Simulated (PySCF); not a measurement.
Input file for PySCF: R-HF/3-21G on Cl2H2Si (SMILES Cl[SiH2]Cl), a point of a bond scan (R = 3.078 Å).

```python
from pyscf import gto, scf, dft, mp
from pyscf.data.elements import chemcore

mol = gto.M(
    atom='''
    Cl   -2.50836938    1.03359180   -0.01736256
    Si   -0.01146751   -0.76596349    0.02370896
    Cl    1.68829371    0.38281595   -0.02160291
    H    -0.01654524   -1.54120689    1.27268693
    H    -0.03073375   -1.61675610   -1.17493812
    ''',
    basis='3-21g',
    charge=0, spin=0, verbose=3, max_memory=1800)
mf = scf.RHF(mol)
mf.conv_tol = 1e-8
mf.max_cycle = 100
mf.kernel()
if not mf.converged:
    mf = mf.newton().run(mf.mo_coeff, mf.mo_occ)
```

The log:

```
converged SCF energy = -1203.13577311949
```

The calculation finished and met its thresholds.

Cost: around 0.22 core-seconds (rough).
